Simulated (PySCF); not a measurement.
**Which determinant of CaIn lies lowest?**

Unrestricted PBE0; Ca x2c-SVPall, In x2c-SVPall; spin-free X2C with a Gaussian nucleus (PySCF 2.14). Outer shells of the fragments: Ca 4s2; In 4d10 5s2 5p1.

Followed along the bond (rough minima from three points):

```
2Ms+1   unpaired  ⟨S²⟩ at the start  R at minimum (Å)  Te (eV)
    2        π ↑               0.91              3.27     0.00
    2        σ ↑               0.75              3.69     0.21
    4  σ ↑, π ↑↑               3.75              2.87     0.65
    4  σ ↑↑, π ↑               3.75              3.17     0.79
    2  σ ↓, π ↑↑               1.76              2.87     0.92
```

Solutions found at the starting distance of 2.980 Å, counted from the lowest of them; the search is not exhaustive and high or unbound solutions are not listed, so other states can lie among these:

| 2Ms+1 | unpaired | term | E (eV) | ⟨S²⟩ | ⟨Lz²⟩ | μ (D) |
| --- | --- | --- | --- | --- | --- | --- |
| 2 | π ↑ | ²Π | 0.00 | 0.91 | 1.01 | -2.23 |
| 4 | σ ↑, π ↑↑ | ⁴Σ⁻ | 0.57 | 3.75 | 0.00 | -4.97 |
| 2 | σ ↑ | ²Σ⁺ | 0.57 | 0.75 | 0.00 | -0.31 |
| 4 | σ ↑↑, π ↑ | ⁴Π | 0.74 | 3.75 | 1.01 | -3.46 |
| 2 | σ ↓, π ↑↑ | mixed | 0.84 | 1.76 | 0.00 | -3.74 |
| 2 | σ ↑, π ↑↓ | mixed | 0.89 | 1.76 | 2.02 | -4.34 |
| 2 | σ ↑ | mixed | 1.41 | 0.76 | 2.01 | -4.26 |
| 4 | σ ↑, π ↑↑ | mixed | 2.10 | 3.75 | 2.01 | -0.95 |
| 4 | σ ↑, π ↑, δ ↑ | mixed | 2.16 | 3.75 | 5.00 | -3.65 |
| 2 | σ ↑, π ↑, δ ↓ | mixed | 2.44 | 1.75 | 4.64 | -4.39 |

A term symbol is given only where ⟨S²⟩ and ⟨Lz²⟩ are close to those of a pure state; real π, δ and φ orbitals otherwise mix terms. A positive dipole means Ca(−)In(+).

Question: Compare the gap between the two lowest followed solutions at the starting distance with the gap between their minima.

Answer: At PBE0 the second solution (doublet, unpaired electrons σ ↑) lies +0.57 eV from the first (doublet, unpaired electrons π ↑) at 2.980 Å and +0.21 eV at the minima; the two curves relax by different amounts, since their minima lie near 3.69 and 3.27 Å.

Spin–orbit coupling is left out.
